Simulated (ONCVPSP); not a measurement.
# hafnium (Hf): one change to an ONCV potential, before and after

hafnium, optimised norm-conserving Vanderbilt (ONCV), made with ONCVPSP 4.0.1 (PBEsol, scalar-relativistic). Core [Kr] 4d10 4f14 5s2, reference 5p6 5d2 6s1 (charge +1). Waves: 6s: rc 2.75 bohr, ncon 4, nbas 7, qcut 1.9 1/bohr, 2 projectors, debl 0.5 Ha; 5p: rc 1.80 bohr, ncon 3, nbas 6, qcut 9 1/bohr, 2 projectors, debl 3.8 Ha; 5d: rc 2.85 bohr, ncon 4, nbas 8, qcut 5.2 1/bohr, 2 projectors, debl 1.3 Ha; f scattering state at 0.13 Ha: rc 2.50 bohr, ncon 4, nbas 8, qcut 4.7 1/bohr, 2 projectors, debl 3.2 Ha. Local part: polynomial inside 1.70 bohr (lpopt 2, dvloc0 0 Ha). Core correction: Teter function, fcfact 4.75, rcfact 1.1.

All-electron outer shells of the reference configuration (PBEsol, scalar-relativistic, ld1.x):

```tsv
shell	level (eV)	outermost node (bohr)	outermost maximum (bohr)
5p	-42.55	0.60	1.16
4f	-23.81	–	0.45
6s	-11.01	1.36	2.78
5d	-9.25	0.67	1.67
```

Change: functional PBE.

Cutoffs: the cutoffs (Ha) at which the residual kinetic energy of the hardest occupied pseudo-wave falls to 1 and 0.1 mHa per electron; they do not see the model core or the augmentation charge, which bear on the density cutoff. Errors are all-electron minus pseudo energies relative to the spin-unpolarised reference configuration.

Predict the effect on cutoff, ghosts and configuration errors.

The potential gets neither clearly harder nor softer (22 Ha and 27 Ha → 22 Ha and 27 Ha); of the 4 tests that both files solve, the error grows in 4 and shrinks in 0 by more than 15 % and 0.3 meV (median size 25.2 → 41.0 meV); neither file shows a bound ghost.

```csv
quantity,base,changed
"cutoff, loose",22 Ha,22 Ha
"cutoff, tight",27 Ha,27 Ha
loose cutoff by channel,"s 7.0 Ha, p 22 Ha, d 9.4 Ha","s 6.9 Ha, p 22 Ha, d 9.4 Ha"
bound ghosts,none,none
GHOST(+) flags under 300 eV,s at 9.1 eV,s at 9.0 eV
"error for 5p6 5d2 6s2, meV [ΔE -8.01 → -7.98 eV]",+1.9,+6.2
"error for 5p6 5d2 6s0, meV [ΔE 14.16 → 14.18 eV]",+2.5,+10
"error for 5p6 5d1 6s0, meV [ΔE 35.94 → 35.97 eV]",+48,+72
"error for 5p6 5d0 6s0, meV [ΔE 68.76 → 68.83 eV]",+174,+217
s: phases at 2.79 bohr within 0.05 rad from the reference energy up to (Ha; the scan ends near 5),2.1,2.1
p: phases at 1.82 bohr within 0.05 rad from the reference energy up to (Ha; the scan ends near 5),to the end of the scan,to the end of the scan
d: phases at 2.89 bohr within 0.05 rad from the reference energy up to (Ha; the scan ends near 5),4.0,4.0
f: phases at 2.53 bohr within 0.05 rad from the reference energy up to (Ha; the scan ends near 5),to the end of the scan,to the end of the scan
"rms error of d²Exc/dni dnj with the model core, mHa",3.24,3.21
```
